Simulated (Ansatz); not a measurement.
Born–Oppenheimer molecular dynamics of GeH$_{4}$ (5 atoms, charge 0, multiplicity 1). It starts from a relaxed structure.

These are results of RHF/def2-SVP (Ansatz), not measurements.

```yaml
ensemble: NVE (velocity Verlet)
time_step: 0.5 fs
steps_asked: 166
starting_velocities_drawn_for: 300 K
seed: 820391
```

Frames 0.5 fs apart, positions in Å.

Velocities at 25.0 fs (Å/ps):

```
Ge 0.05 0.37 -0.26
H 1.38 -5.16 3.92
H -8.13 -5.05 6.90
H 3.32 -9.01 5.14
H -0.26 -7.48 2.69
```

```xyz
5
Properties=species:S:1:pos:R:3 time_fs=25.0 energy_less_start_eV=0.097 T=51
Ge 0.000 0.004 -0.002
H 0.013 -0.099 1.567
H 1.425 -0.039 -0.452
H -0.708 1.216 -0.500
H -0.729 -1.331 -0.440
5
Properties=species:S:1:pos:R:3 time_fs=25.5 energy_less_start_eV=0.109 T=22
Ge 0.000 0.004 -0.002
H 0.013 -0.102 1.568
H 1.422 -0.042 -0.449
H -0.707 1.212 -0.498
H -0.729 -1.334 -0.439
5
Properties=species:S:1:pos:R:3 time_fs=26.0 energy_less_start_eV=0.114 T=9
Ge 0.000 0.004 -0.002
H 0.014 -0.103 1.568
H 1.421 -0.044 -0.447
H -0.707 1.210 -0.496
H -0.728 -1.335 -0.438
5
Properties=species:S:1:pos:R:3 time_fs=26.5 energy_less_start_eV=0.112 T=13
Ge 0.000 0.004 -0.002
H 0.014 -0.104 1.567
H 1.421 -0.046 -0.446
H -0.708 1.210 -0.495
H -0.726 -1.334 -0.436
5
Properties=species:S:1:pos:R:3 time_fs=27.0 energy_less_start_eV=0.104 T=34
Ge 0.000 0.004 -0.002
H 0.014 -0.103 1.564
H 1.424 -0.048 -0.446
H -0.710 1.211 -0.495
H -0.723 -1.331 -0.435
5
Properties=species:S:1:pos:R:3 time_fs=27.5 energy_less_start_eV=0.090 T=68
Ge 0.000 0.004 -0.002
H 0.014 -0.102 1.559
H 1.428 -0.050 -0.446
H -0.713 1.215 -0.495
H -0.720 -1.327 -0.434
5
Properties=species:S:1:pos:R:3 time_fs=28.0 energy_less_start_eV=0.074 T=109
Ge 0.000 0.004 -0.002
H 0.014 -0.100 1.554
H 1.433 -0.051 -0.448
H -0.717 1.220 -0.496
H -0.717 -1.321 -0.434
5
Properties=species:S:1:pos:R:3 time_fs=28.5 energy_less_start_eV=0.059 T=149
Ge 0.000 0.003 -0.002
H 0.014 -0.098 1.548
H 1.440 -0.053 -0.451
H -0.722 1.226 -0.498
H -0.713 -1.313 -0.433
5
Properties=species:S:1:pos:R:3 time_fs=29.0 energy_less_start_eV=0.046 T=182
Ge 0.000 0.003 -0.002
H 0.013 -0.094 1.541
H 1.448 -0.054 -0.454
H -0.727 1.233 -0.500
H -0.708 -1.305 -0.433
5
Properties=species:S:1:pos:R:3 time_fs=29.5 energy_less_start_eV=0.038 T=203
Ge 0.000 0.003 -0.002
H 0.013 -0.090 1.534
H 1.457 -0.054 -0.458
H -0.732 1.241 -0.502
H -0.704 -1.296 -0.433
5
Properties=species:S:1:pos:R:3 time_fs=30.0 energy_less_start_eV=0.035 T=209
Ge 0.000 0.003 -0.002
H 0.012 -0.085 1.527
H 1.465 -0.055 -0.462
H -0.738 1.249 -0.504
H -0.700 -1.286 -0.434
5
Properties=species:S:1:pos:R:3 time_fs=30.5 energy_less_start_eV=0.039 T=200
Ge 0.000 0.002 -0.001
H 0.011 -0.080 1.520
H 1.474 -0.055 -0.467
H -0.743 1.257 -0.506
H -0.696 -1.276 -0.436
```

Of the whole run (83 fs, mean temperature of the second half 148 K): The conserved energy stayed within 0.18 meV per atom of its start (net change 0.05 meV per atom), so the integration is sound. Over the second half the temperature averaged 0.49 of the 300 K drawn at the start: a run that starts near a minimum puts about half its kinetic energy into the potential. A run of 0.083 ps of so small a system gives no equilibrium averages.

The run took 74 s on 1 thread of Arm Neoverse V1, on a shared host, peak memory 0.086 GiB.
